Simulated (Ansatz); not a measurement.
Basis-set extrapolation for BH$_{8}$NSi$_{2}$, SMILES `[SiH3]BN[SiH3]` (PBE0-D4/def2-TZVP geometry, frozen core, Ansatz 0.2.0). Multiplicity 1, RHF reference.

```csv
,def2-TZVPP,def2-QZVPP
HF,-661.752970,-661.775246
MP2 correlation,-0.569516,-0.609231
CCSD(T) correlation,-0.653984,not run
```

Energies in hartree. Use E(X) = E(∞) + A·exp(−7.88·√X) for Hartree–Fock and E(X) = E(∞) + B·X^(−2.97) for correlation, with X = 3 and 4, and add CCSD(T) minus MP2 of the smaller set to the MP2 limit.

Q: What is the CCSD(T) energy at the basis-set limit?

A: HF limit: -661.775246 + (-0.022276) × 0.13774 = -661.77831. MP2 limit: -0.609231 + (-0.039715) × 0.74074 = -0.63865. Higher-order term: -0.653984 − (-0.569516) = -0.08447. Total: -662.50143 hartree, 248.0 kJ/mol below CCSD(T)/def2-TZVPP.
